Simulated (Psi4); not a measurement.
H3Cl2GaN (SMILES [NH3]->[Ga+]([Cl])[Cl]), charge +1, singlet, geometry from GFN2-xTB (such geometries of metal compounds can be far from the true shape).

Input for Psi4:
```
memory 2 GB

molecule {
1 1
Ga    0.00064622    0.02878830    0.00937560
Cl    1.41128155    0.96939965   -1.16019226
Cl   -1.44280685    0.27352527    1.45798678
N     0.04941118   -2.09223287   -0.50665912
H    -0.47621186   -2.27939540   -1.36850992
H    -0.36177471   -2.67601614    0.22996377
H     1.00800585   -2.42111962   -0.66799016
}

set {
  basis def2-svp
}

energy('b3lyp')
print_variables()
```

Question: Predict the nuclear repulsion energy from B3LYP/def2-SVP (Psi4).

Answer: 443.0982 Eh

Question: What total energy does B3LYP/def2-SVP give?

Answer: -2901.1781 Eh

Question: Estimate the number of basis functions that B3LYP/def2-SVP returns for this input.

Answer: 97
